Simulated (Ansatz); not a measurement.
This geometry of Cl₃FH₂SZr (8 atoms, charge 0, multiplicity 1) is a first-order saddle point.

Level of theory: RKS B3LYP/def2-SVP in Ansatz 0.2.0.

```xyz
8
Properties=species:S:1:pos:R:3
Zr -0.490 0.113 -0.246
F -0.501 0.797 1.852
Cl 1.617 -0.834 0.166
Cl -0.441 2.284 -1.113
Cl -1.158 -1.187 -2.086
S -2.702 -0.535 1.092
H -2.304 -1.806 1.351
H -1.491 0.296 1.948
```

Task: Which two structures does it join? (They come from a converged band through this point; their orientation in space is the band's.)

Result: Bonds broken: S6–H8. Bonds formed: F2–H8.

Image 0:

```xyz
8
Properties=species:S:1:pos:R:3
Zr 0.012 -0.036 -0.121
F 0.194 -0.411 1.737
Cl 2.276 -0.004 -0.762
Cl -0.666 2.170 -0.652
Cl -0.833 -1.807 -1.450
S -2.867 -0.111 0.802
H -2.841 -1.288 1.471
H -2.743 0.615 1.938
```

Image 8:

```xyz
8
Properties=species:S:1:pos:R:3
Zr -0.586 0.020 -0.302
F -0.543 1.051 1.873
Cl 1.426 -0.965 0.411
Cl -0.524 2.230 -1.085
Cl -0.999 -1.212 -2.252
S -2.662 -0.635 1.007
H -2.243 -1.912 1.193
H -1.337 0.551 2.120
```

Task: How far does it lie above each of them?

Result: 1.07 eV above the first and 0.06 eV above the second. This is the barrier of this one path; another mechanism may lie lower. The orbitals stay closed-shell, which can raise the energy where a bond breaks towards radicals; this wasn't checked here.

Run time: 3.4 min on 4 threads of Intel(R) Xeon(R) 6975P-C (Granite Rapids), with other jobs on the host, peak memory 0.41 GiB.
